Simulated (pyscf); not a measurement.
A first-order saddle from PySCF, ωB97X-D3(BJ)/def2-SVP:

```xyz
16

Si     0.0756    -0.0492     0.6369
Si    -2.1976     0.7619    -1.2848
Si    -0.3567     1.6224     2.1989
Si     1.8021     0.3033    -0.8849
H      0.3851    -1.3139     1.3956
H     -0.7858     1.0443    -0.4373
H     -2.7996     1.8548    -0.4830
H     -1.4062     0.9980    -2.5168
H      0.4345     1.4300     3.4489
H     -1.8124     1.5867     2.5273
H     -0.0283     2.9380     1.5776
H      1.4529    -0.4014    -2.1535
H      1.8972     1.7680    -1.1502
H      3.1054    -0.2149    -0.3765
Cl    -1.7835    -1.1736    -0.1815
Cl    -3.9458    -0.0609    -2.1361
```

Surface: singlet, charge 0. Lowest wavenumbers (cm⁻¹): 246i, 27, 63, 82, 92.

### Question
What reaction is this the transition state of?

### Answer
`[SiH3][SiH]([SiH3])[Cl]` + `[SiH3][Cl]` ⇌ `[SiH3][SiH2][SiH3]` + `[Cl][SiH2][Cl]`, a four-centre exchange read from left to right: Cl–Si, H–Si broken and H–Si, Cl–Si formed. At ωB97M-D3(BJ)/def2-TZVP it lies +1.68 eV from the left side and +1.79 eV from the right (each side as separated species at their lowest minima found). One saddle was located; it need not be the lowest between these sides.
